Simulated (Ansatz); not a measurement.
Ansatz (a first-principles code) input (HF/3-21G): The .json file is the Basis Set Exchange's 3-21G.

Ansatz 0.2 input:
```yaml
crystal:
  periodic: [false, false, false]
  atoms:
    - {symbol: C, position_ang: [-1.08379583, -0.01032946, -0.04212428]}
    - {symbol: Si, position_ang: [0.78363529, 0.00746868, 0.03045783]}
    - {symbol: H, position_ang: [-1.45169336, -0.60516497, -0.88241681]}
    - {symbol: H, position_ang: [-1.49513684, 0.99604916, -0.15732008]}
    - {symbol: H, position_ang: [-1.52128894, -0.43346901, 0.86607290]}
basis:
  gaussian:
    orbitals: 3-21G.json
hamiltonian:
  xc: {name: HF}
total_charge: 1
phonons: {temperatures: {t_min: 298.15, t_max: 298.15, t_step: 100}}
```

Which harmonic wavenumbers does it give?

746, 754, 754, 1487, 1542, 1542, 3114, 3186, 3186 cm⁻¹ (unscaled; negative means imaginary).
